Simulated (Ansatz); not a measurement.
Basis-set extrapolation for Cl2H5NO2Si2 (`O[SiH2]N[Si](O)(Cl)Cl`) (PBE0-D4/def2-TZVP geometry, frozen core, Ansatz 0.2.0). Multiplicity 1, RHF reference.

```tsv
	def2-TZVPP	def2-QZVPP
HF	-1704.391656	-1704.446042
MP2 correlation	-1.300744	-1.414851
CCSD(T) correlation	-1.408178	not run
```

Energies in hartree. Use E(X) = E(∞) + A·exp(−7.88·√X) for Hartree–Fock and E(X) = E(∞) + B·X^(−2.97) for correlation, with X = 3 and 4, and add CCSD(T) minus MP2 of the smaller set to the MP2 limit.

Q: What is the CCSD(T) energy at the basis-set limit?

A: HF limit: -1704.446042 + (-0.054386) × 0.13774 = -1704.45353. MP2 limit: -1.414851 + (-0.114107) × 0.74074 = -1.49937. Higher-order term: -1.408178 − (-1.300744) = -0.10743. Total: -1706.06033 hartree, 163.5 kcal/mol below CCSD(T)/def2-TZVPP.
